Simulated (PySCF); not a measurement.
CdH6OSi2, SMILES [SiH3][O][Cd][SiH3]. Atoms are numbered in the order given.

```xyz
10

Cd    -0.1566     0.0892     0.3294
Si    -1.7154     1.3467     1.7956
H     -2.3851     0.4251     2.7592
H     -2.7635     2.0178     0.9723
H     -0.9776     2.3888     2.5676
O      1.1161    -0.9541    -0.7861
Si     1.6575    -1.1821    -2.3186
H      0.5656    -1.6281    -3.2469
H      2.7264    -2.2275    -2.3442
H      2.2352     0.0707    -2.9100
```

Geometry: B3LYP-D3(BJ)/def2-SVP. The structure was generated by enumeration; whether it is a known compound was not checked. The def2 effective core potentials stand for the cores of Cd; spin–orbit coupling is left out. The values are those of a single conformer.

Level of theory: B3LYP/def2-TZVP run with PySCF.

ESP charges are fitted to the potential on shells at 1.4 to 2.0 van der Waals radii. Atomic charges (e):

```tsv
atom	ESP fit	Löwdin	Mulliken
Cd1	0.65	?	0.59
Si2	-0.27	?	0.04
H3	0.03	-0.03	-0.03
H4	0.03	-0.03	-0.04
H5	0.03	-0.03	-0.04
O6	-0.56	-0.35	-0.65
Si7	0.41	0.06	0.40
H8	-0.12	?	-0.10
H9	-0.09	?	-0.08
H10	-0.12	?	-0.10
```

Task: Complete the blanks. (Estimate from the structure and the level; the computed values follow.)

Result: 
- Cd1, Löwdin: 0.61
- Si2, Löwdin: -0.02
- H8, Löwdin: -0.07
- H9, Löwdin: -0.06
- H10, Löwdin: -0.07
